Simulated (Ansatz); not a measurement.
`[SnH3][I]` + `[AlH2][SH]` → `[AlH2][S][SnH3]` + HI  (ligand exchange at the Sn–I bond)

Isolated molecules relaxed with PBE0-D4/def2-TZVP in Ansatz; ΔE leaves out vibrations. CCSD(T)/CBS is the MP2 limit (def2-TZVPP, def2-QZVPP) plus CCSD(T) − MP2 in def2-TZVPP, frozen cores. This one scheme is used for every species. DFT in def2-TZVPP. Elements past krypton have def2 core potentials. For I, Sn outer-core shells are correlated without core-valence functions, which leaves a few kJ/mol of doubt a bond.

```
           level  ΔE (kJ/mol)
         BLYP-D4         43.3
      r2SCAN0-D4         47.5
        PBE-QIDH         46.2
            BLYP         49.9
         LC-ωPBE         46.0
     HF/def2-SVP         58.6
CCSD(T)/def2-SVP         45.9
   HF/def2-TZVPP         58.2
```

(1) What does CCSD(T)/CBS give? (Best estimate.)

(2) What do rigid-rotor, harmonic-oscillator terms from PBE0-D4/def2-TZVP frequencies (298.15 K, 1 bar) make of the CCSD(T)/CBS value? (Estimate.)

Largest T1 diagnostic among the species: 0.013.

## Answers

(1) Ansatz gave: +45.8 kJ/mol. The listed levels differ from it by -2.5, 1.7, 0.4, 4.1, 0.2, 12.8, 0.1, 12.4 kJ/mol.

(2) Ansatz gave: ΔZPE = -5.2 kJ/mol, ΔH = +43.0 kJ/mol, ΔS = -2 J/(mol·K), ΔG = +43.6 kJ/mol.

The D4 term adds −5.2 kJ/mol with B3LYP and −2.9 kJ/mol with PBE0; it sums over pairs of atoms, weighted by their polarisabilities, and B3LYP, whose exchange is more repulsive, gets the larger term. Leaving LDA and LC-ωPBE aside and taking each functional with its dispersion term where it has one, the values, not all of them listed here, spread over 10.8 kJ/mol, from B97M-V to BHLYP-D4. LDA lies −4.3 kJ/mol from PBE without D4.

B3LYP here is the variant with VWN-RPA as its local correlation; programs differ in this.
